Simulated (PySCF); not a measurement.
C5H5F, SMILES C=CC=C=CF. Heavy atoms are numbered as in [CH2:1]=[CH:2][CH:3]=[C:4]=[CH:5][F:6]. Hydrogens are named by the atom that carries them.

Coordinates come from a B3LYP-D3(BJ)/def2-SVP optimisation. This is a generated structure with no PubChem entry under its InChIKey; it may be hypothetical. Other conformers were not sampled.

Calculation: PySCF with HF/pcSseg-1.

GIAO shieldings, no solvent; atoms alike by connectivity are averaged. δ = σ(ref) − σ: ¹³C against TMS (σ = 192.6 ppm); ¹⁹F against CFCl3 (σ = 238.5 ppm); ¹H against TMS (σ = 31.99 ppm), references at their B3LYP-D3(BJ)/def2-TZVP geometries, non-relativistic.

```tsv
atoms	nucleus	count	δ (ppm)
C4	¹³C	1	[?]
C2 (CH)	¹³C	1	143.2
C5 (CH)	¹³C	1	[?]
C1 (CH2)	¹³C	1	131.9
C3 (CH)	¹³C	1	[?]
F6	¹⁹F	1	[?]
H on C5	¹H	1	[?]
H on C3	¹H	1	6.89
H on C2	¹H	1	6.70
H on C1	¹H	2	6.01
```

### Question
Fill in the missing entries. (An estimate is asked for; the answer gives what the named calculation found.)

### Answer

- C3 (CH), δ (ppm): 116.0
- H on C5, δ (ppm): 7.67
- C5 (CH), δ (ppm): 133.4
- C4, δ (ppm): 216.4
- F6, δ (ppm): -150.7
